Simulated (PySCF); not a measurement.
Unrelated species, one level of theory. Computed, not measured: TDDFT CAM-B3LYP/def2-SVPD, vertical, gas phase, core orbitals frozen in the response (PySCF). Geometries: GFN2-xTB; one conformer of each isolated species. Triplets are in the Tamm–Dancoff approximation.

Question: Rank by computed lowest singlet excitation energy, lowest first.
A. `F[Si@@H]1CC[C@@H]1C[SiH3]`
B. `N[Si@H](F)NCC[SiH3]`
C. `[H]/N=C\C=C\[SiH2][SiH3]`
D. `CC[Si@H](Cl)SC`

Answer: C (4.52 eV), D (5.57 eV), B (6.70 eV), A (6.89 eV).

```csv
SMILES,S1 (eV),LUMO (eV),T1 (eV),α (au),gap (eV),S1 mainly
[H]/N=C\C=C\[SiH2][SiH3],4.52,-0.65,3.42,107.8,8.30,H-1→L (83%)
CC[Si@H](Cl)SC,5.57,0.88,5.21,96.7,9.14,H→L (82%)
N[Si@H](F)NCC[SiH3],6.70,1.12,6.46,90.6,9.81,H→L (52%)
F[Si@@H]1CC[C@@H]1C[SiH3],6.89,1.00,6.49,95.8,10.18,H→L (70%)
```

H and L stand for HOMO and LUMO.

Without π bonds the low states are Rydberg-like; a valence basis with one diffuse set may place them up to an eV too high.
